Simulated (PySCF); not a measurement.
# From a computed spectrum to the compound

A species of 3 atoms with charge 1 has these harmonic modes (PBE0, small Gaussian bases with core potentials, PySCF 2.14.0):

| cm⁻¹ | km/mol | symmetry |
| --- | --- | --- |
| 136 | 17.3 | a1 |
| 668 | 151.2 | b2 |
| 680 | 52.8 | a1 |

(1) Which species is it, and in which structure?

## Answers

(1) [HoF2]+ (singlet in the valence; each metal's 4f electrons, 10 of them, lie in its core potential, out of spins and levels):
```xyz
3

Ho    0.0000    0.0000   -0.2050
F     1.5762    0.0000    0.8900
F    -1.5762    0.0000    0.8900
```
Ideal gas at 298.15 K and 1 bar: S = 300.3 J/(mol K), Cp = 48.6 J/(mol K), H − H(0 K) = 12.3 kJ/mol (rigid rotor, harmonic modes, spin degeneracy alone, that of the 4f electrons in the core included). An lcecp potential fixes the number of 4f electrons, so in runs with it no electron can move into or out of that shell.
 This is one of several that fit.
